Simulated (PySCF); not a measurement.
**Iron: a sound run and one with changed settings**

Sound run: Fe [Ar] 3d6 4s2, Fe⁺ [Ar] 3d6 4s1. Computed with PySCF 2.14 in 6-31G*, with no relativity, point nucleus. The sound run starts from symmetry-adapted Hartree-Fock orbitals and uses a fine grid where one is needed.

A second run was set up differently.

```tsv
species	method	sound run (hartree)	changed run (hartree)	converged
Fe	UHF	-1262.26650	-1262.26650	yes
Fe	TPSS	-1263.49460	-1263.49946	yes
Fe	M06-L	-1263.41850	-1263.43787	yes
Fe⁺	UHF	-1262.03630	-1262.03630	yes
Fe⁺	TPSS	-1263.22826	-1263.23299	yes
Fe⁺	M06-L	-1263.13703	-1263.15286	yes
```

Ionisation energy of Fe:

```json
{"method": "UHF", "sound run (eV)": "6.264", "changed run (eV)": "6.264"}
{"method": "TPSS", "sound run (eV)": "7.248", "changed run (eV)": "7.251"}
{"method": "M06-L", "sound run (eV)": "7.659", "changed run (eV)": "7.756"}
```

Q: What was changed?
A. radial grid too coarse
B. a valence shell is frozen
C. all electrons correlated in a valence basis
D. basis contracted for another Hamiltonian

A: A. It used radial step 0.3 in ln r (0.13 in the sound run). A coarse radial grid mis-integrates the density and the exchange-correlation energy, with errors of either sign; Hartree-Fock needs no grid.
